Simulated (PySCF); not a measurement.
Species: C2H8ClFSi2.
Z-matrix (Å and degrees, GFN2-xTB geometry), rows numbered from 1:
```
F 
C   1  1.3805
Si  2  1.9321  1  108.90
Cl  2  1.7994  1  105.69  3  -114.14
C   2  1.5097  1  108.80  3   128.49
Si  5  1.9154  2  113.29  1    63.33
H   3  1.4564  2  106.78  1   -54.66
H   3  1.4594  2  105.70  1  -175.36
H   3  1.4625  2  106.74  1    65.37
H   5  1.0897  2  108.35  1  -173.64
H   5  1.0916  2  106.95  1   -58.43
H   6  1.4650  5  106.41  2  -160.08
H   6  1.4586  5  109.24  2   -40.71
H   6  1.4617  5  109.16  2    81.39
```

Method: TDDFT CAM-B3LYP/def2-SVPD, vertical, gas phase, core orbitals frozen in the response (PySCF).

Frontier orbitals with the atoms that hold most of them (Löwdin shares over 4%, at most four atoms; ? is withheld):

```csv
orbital,ε (eV),atoms
HOMO-3,-11.11,"Si6 34%, H14 26%, H12 14%, C5 10%"
HOMO-2,-10.60,"Cl4 64%, Si6 6%, F1 6%, C5 6%"
HOMO-1,-10.43,?
HOMO,-9.52,"Cl4 28%, C2 21%, Si3 14%, C5 11%"
LUMO,0.83,?
LUMO+1,0.93,"Cl4 25%, Si3 19%, Si6 17%, C2 7%"
LUMO+2,1.26,"Si3 35%, Si6 14%, H7 10%, H8 7%"
```

Question: Which atoms hold the LUMO, and with what shares?

Answer: Si3 (bonded to C and 3 H) 27%; Cl4 (bonded to C) 17%; C2 (bonded to C, Cl, F and Si) 10%; H9 (bonded to Si) 8%.

Question: Give the leading atoms of the HOMO-1.

Answer: Cl4 (bonded to C) 54%; C5 (bonded to C, Si and 2 H) 15%; Si6 (bonded to C and 3 H) 10%.

Question: How does S1 compare with the orbital gap of 10.35 eV?

Answer: S1 is at 6.86 eV (f = 0.019), 3.49 eV below the gap, made of HOMO→LUMO (52%), HOMO→LUMO+1 (18%). 

Next come S2 at 7.53 eV (f 0.0041), HOMO→LUMO (31%), HOMO→LUMO+1 (28%), HOMO-1→LUMO (12%); S3 at 7.60 eV (f 0.0040), HOMO-2→LUMO (21%), HOMO→LUMO+1 (14%), HOMO-2→LUMO+1 (12%); S4 at 7.98 eV (f 0.027), HOMO-1→LUMO (26%), HOMO-2→LUMO (22%), HOMO→LUMO+1 (10%); S5 at 8.08 eV (f 0.091), HOMO→LUMO+3 (35%), HOMO→LUMO+4 (19%), HOMO→LUMO+2 (15%).

One conformer stands for the species.
